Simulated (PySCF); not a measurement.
Spinor energies of Os (osmium, neutral)

Start: [Xe] 4f14 5d6 6s2; 5d3/2 filled at m_j = +3/2; 5d5/2 filled at m_j = -3/2, -1/2, +1/2, +3/2, +5/2. Calculated with PySCF 2.14 in x2c-TZVPall-2c (11s11p10d2f, 108 functions): generalised Hartree-Fock with the X2C-1e Hamiltonian and a Gaussian nucleus; spin-orbit coupling (SO) screened by Boettger's factors. This is a chosen level, not necessarily the ground level.

```
spinor shell  electrons  ε, screened SO (eV)  weight of nominal j (screened SO)  rms radius, screened SO (bohr)
       1s1/2          2             -74254.5                              1.000                          0.0201
       2s1/2          2             -13074.8                              1.000                          0.0809
       2p1/2          2             -12495.7                              1.000                          0.0687
       2p3/2          4             -10958.8                              1.000                          0.0764
       3s1/2          2              -3106.8                              1.000                           0.207
       3p1/2          2              -2848.4                              1.000                           0.198
       3p3/2          4              -2507.8                              1.000                           0.214
       3d3/2          4              -2080.2                              1.000                           0.188
       3d5/2          6              -2006.8                              1.000                           0.193
       4s1/2          2              -689.55                              1.000                           0.459
       4p1/2          2              -579.96                              1.000                           0.466
       4p3/2          4              -498.90                              1.000                           0.499
       4d3/2          4              -318.81                              0.999                           0.519
       4d5/2          6              -303.11                              1.000                           0.531
       5s1/2          2              -107.93                              1.000                            1.08
       5p1/2          2              -72.825                              0.730                            1.09
       4f5/2          6              -72.548                              0.910                           0.676
       4f7/2          8              -69.581                              0.992                           0.611
       5p3/2          4              -57.772                              0.979                            1.29
       5d5/2          5              -13.079                              0.486                            1.89
       5d3/2          1               -9.716                              0.665                            2.00
       6s1/2          2               -7.828                              0.994                            3.47
```

```
   quantity   screened SO
E (hartree)  -17263.74343
        M_J             4
       ⟨J²⟩        20.084
       ⟨L²⟩         6.707
       ⟨S²⟩         5.831
```

Each row is a mean over spinors that exchange with the open shell spreads, by up to 7.462 eV (5p3/2).

Rows whose weight is well below 1 are mixtures of j = l ± 1/2: exchange outweighs spin-orbit coupling there, and the label is only the starting occupation.

⟨J²⟩ departs a little from M_J(M_J + 1) because the unrestricted spinors polarise the closed shells.

Breit and QED terms are absent; they matter most for the inner s and p1/2 levels.

Densities and radii are taken from the X2C orbitals without a picture-change correction, which distorts them close to the nucleus.
